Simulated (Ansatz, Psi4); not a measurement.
Heat of formation of BClF2 (chlorodifluoroborane) from total energies

BClF2 has 4 atoms, charge 0, and is taken as a singlet. SMILES: `FB(F)Cl`. The shape is that of a PBE0-D4/def2-TZVP optimisation.

Total energies at BHLYP/aug-cc-pVDZ (Psi4 1.11); the atoms run unrestricted:

| species | state | energy (Eh) |
| --- | --- | --- |
| BClF2 | singlet | -684.846375 |
| F | doublet | -99.714392 |
| B | doublet | -24.651771 |
| Cl | doublet | -460.152160 |

Harmonic wavenumbers at PBE0-D4/def2-TZVP, in cm⁻¹: 341, 424, 603, 701, 1261, 1458.

Measured heats of formation of the gaseous atoms at 298.15 K, in kJ/mol: F 79.4, B 570.3, Cl 121.3. Spin-orbit lowering of the atoms at 298 K (mean of the ground term's levels less their thermal mean, from spectra), in kJ/mol: F 1.29, B 0.00, Cl 3.44. Take 1 Eh = 2625.50 kJ/mol, 1 cm⁻¹ = 0.0119627 kJ/mol, RT = 2.479 kJ/mol.

Work out the heat of formation of the gas at 298 K.


1. Electronic atomisation energy: 2 × (-99.714392) + (-24.651771) + (-460.152160) − (-684.846375) = 0.613660 Eh = 1611.2 kJ/mol.
2. Zero-point energy: half the sum of the wavenumbers, 2394 cm⁻¹ = 28.6 kJ/mol.
3. Thermal vibrational enthalpy, Σ hcν̃/(exp(hcν̃/kT) − 1): 2.5 kJ/mol. Translation, rotation and pV of a non-linear molecule: 4 RT = 9.9 kJ/mol.
4. The 4 free atoms carry 5/2 RT each: 24.8 kJ/mol.
5. Spin-orbit coupling lowers the free atoms by 2 × 1.29 + 0.00 + 3.44 = 6.0 kJ/mol.
6. Atomisation enthalpy at 298 K: 1611.2 − 6.0 − 28.6 − 2.5 − 9.9 + 24.8 = 1589.0 kJ/mol.
7. Sum of the atoms' heats of formation: 850.4 kJ/mol. Heat of formation: 850.4 − 1589.0 = -738.6 kJ/mol.

The tabulated value is -885.3 kJ/mol (NIST-JANAF tables; in doubt: it rests on an older heat of the boron atom), so this level is off by +146.7 kJ/mol, or 8.5 % of the atomisation enthalpy that the table implies (1735.7 kJ/mol). Hybrids with much exact exchange underbind. Anharmonicity and any spin-orbit splitting of the molecule are left out.
